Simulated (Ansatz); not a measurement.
Consider the ligand exchange at a B–S bond: `CCB(S)S` + HCl → `CCB(S)Cl` + H₂S.

Isolated molecules relaxed with PBE0-D4/def2-TZVP in Ansatz; ΔE leaves out vibrations. CCSD(T)/CBS adds triple-zeta CCSD(T) − MP2 to the extrapolated MP2 energy (def2 sets, frozen cores). This one scheme is used for every species. DFT in def2-TZVPP. HSE06 is defined as in plane-wave codes. Each species was taken in one conformer, which may not be the lowest.

```csv
level,ΔE (eV)
HSE06,-0.15
MP2/def2-QZVPP,-0.14
```

Problem. What does CCSD(T)/CBS give? (Best estimate.)

Solution. Computed: -0.15 eV. The listed levels differ from it by 0.00, 0.01 eV.

Largest T1 diagnostic among the species: 0.012.

Leaving LDA and LC-ωPBE aside and taking each functional with its dispersion term where it has one, the values, not all of them listed here, spread over 0.07 eV, from ωB97M-V to revPBE-D4. LDA lies +0.03 eV from PBE without D4. The D4 term adds +0.04 eV with B3LYP and +0.02 eV with PBE0; it sums over pairs of atoms, weighted by their polarisabilities, and B3LYP, whose exchange is more repulsive, gets the larger term.

B3LYP here is the variant with VWN-RPA as its local correlation; programs differ in this.
